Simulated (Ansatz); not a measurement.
CH7AlOSi, SMILES `C[SiH2][O][AlH2]`. Charge 0, multiplicity 1.

```xyz
11

C    -0.665   -0.626    1.642
Si   -0.881   -0.432   -0.197
O     0.433    0.267   -0.858
Al    1.681    1.131   -1.576
H     0.205   -1.246    1.870
H    -0.533    0.345    2.125
H    -1.546   -1.104    2.080
H    -2.083    0.403   -0.479
H    -1.090   -1.766   -0.827
H     1.509    2.691   -1.756
H     2.970    0.335   -2.024
```

Problem. What are the harmonic wavenumbers in cm⁻¹ at PBE0-D4/def2-TZVP (Ansatz, finite differences of forces, unscaled)? (Estimate.)

Solution. Ansatz gave: 19i, 34, 65, 170, 253, 499, 532, 555, 620, 698, 742, 764, 793, 878, 943, 977, 1138, 1275, 1446, 1450, 1945, 1951, 2195, 2204, 3048, 3132, 3137.
